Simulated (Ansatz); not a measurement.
```yaml
crystal:
  periodic: [false, false, false]
  atoms:
    - {symbol: C, position_ang: [0.703753, 1.958903, 0.222992]}
    - {symbol: In, position_ang: [-0.124890, -0.022389, 0.227319]}
    - {symbol: O, position_ang: [-1.087637, -0.228204, 1.977081]}
    - {symbol: Ga, position_ang: [-0.165463, -2.079273, -1.397854]}
    - {symbol: H, position_ang: [0.394487, 2.462204, 1.139412]}
    - {symbol: H, position_ang: [0.351560, 2.525416, -0.640569]}
    - {symbol: H, position_ang: [1.793743, 1.917823, 0.183181]}
    - {symbol: H, position_ang: [-1.509219, -1.079042, 2.109928]}
    - {symbol: H, position_ang: [-1.306063, -2.261981, -2.471657]}
    - {symbol: H, position_ang: [0.949738, -3.193466, -1.349833]}
basis:
  gaussian: {orbitals: STO-3G}
total_charge: -1
magnetization: {spin_polarized: true, initial_magnetization: 1}
hamiltonian: {xc: {name: HF}}
correlation: {active_space: {window: {electrons: 40, orbitals: 30}}}
output: {forces: true}
```

```sh
$ ansatz run in.yaml --threads 2 --pin off --events-out ev --progress --plain --max-ram 31744MiB --backend cpu
```

(1) How does Ansatz answer? (Estimate.)

Results:

(1) Computed: The input was rejected before any iteration.
```
Error: invalid value for `correlation.active_space`: it starts from restricted Hartree–Fock orbitals; set hamiltonian.xc: hf without magnetization.spin_polarized
```
